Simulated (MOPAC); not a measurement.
MOPAC input (PM3):

```
PM3 1SCF GEO-OK AUX(PRECISION=9) THREADS=1
ClFPb

Pb    0.13000800 1    0.11681200 1    0.36359000 1
F     0.92457500 1    1.43740400 1   -1.00083100 1
Cl   -1.11657700 1   -1.32442700 1   -1.22393800 1
```

From the output:

```
                                                       MOPAC v23.2.5 Linux

          FINAL HEAT OF FORMATION =        -63.74696 KCAL/MOL =    -266.71726 KJ/MOL

          COSMO AREA              =        106.72 SQUARE ANGSTROMS
          COSMO VOLUME            =         92.96 CUBIC ANGSTROMS

          IONIZATION POTENTIAL    =         10.059883 EV
          HOMO LUMO ENERGIES (EV) =        -10.060 -2.638
          NO. OF FILLED LEVELS    =          9
          MOLECULAR WEIGHT        =        261.6514         POINT GROUP:  Cs

          MOLECULAR DIMENSIONS (Angstroms)

            Atom       Atom       Distance
           Cl     3    F     2     3.44148
            F     2   Pb     1     1.46828
           Cl     3   Pb     1     0.00000

          SCF CALCULATIONS        =          1

   ATOM   CHEMICAL          X               Y               Z
  NUMBER   SYMBOL      (ANGSTROMS)     (ANGSTROMS)     (ANGSTROMS)

     1      Pb          0.13000800  *   0.11681200  *   0.36359000  *
     2       F          0.92457500  *   1.43740400  *  -1.00083100  *
     3      Cl         -1.11657700  *  -1.32442700  *  -1.22393800  *

                             CARTESIAN COORDINATES

   1   Pb        0.130008000     0.116812000     0.363590000
   2    F        0.924575000     1.437404000    -1.000831000
   3   Cl       -1.116577000    -1.324427000    -1.223938000

           Empirical Formula: Pb F Cl  =     3 atoms

      MOLECULAR POINT GROUP   :   Cs

                  EIGENVALUES
 -54.27210 -18.52405 -15.58249 -14.54847 -14.40213 -12.36213 -10.67441 -10.66782
 -10.05988  -2.63801  -1.14079  -0.19425

              NET ATOMIC CHARGES AND DIPOLE CONTRIBUTIONS

  ATOM NO.   TYPE          CHARGE      No. of ELECS.   s-Pop       p-Pop
    1         Pb           0.895537        3.1045     1.92707     1.17740
    2          F          -0.426794        7.4268     1.72084     5.70595
    3         Cl          -0.468742        7.4687     1.98096     5.48778
 DIPOLE           X         Y         Z       TOTAL
 POINT-CHG.     1.178     0.538     6.371     6.502
 HYBRID        -0.020     0.164    -1.134     1.146
 SUM            1.157     0.702     5.238     5.410

          ATOMIC ORBITAL ELECTRON POPULATIONS

     Atom    s        px        py        pz
    1 Pb   1.92707   0.26636   0.35481   0.55623
    2  F   1.72084   1.91439   1.88288   1.90867
    3 Cl   1.98096   1.83005   1.81511   1.84262

 **********************
 *                    *
 * JOB ENDED NORMALLY *
 *                    *
 **********************

 == MOPAC DONE ==
```

The geometry given is a B3LYP-D3(BJ)/def2-TZVP minimum.
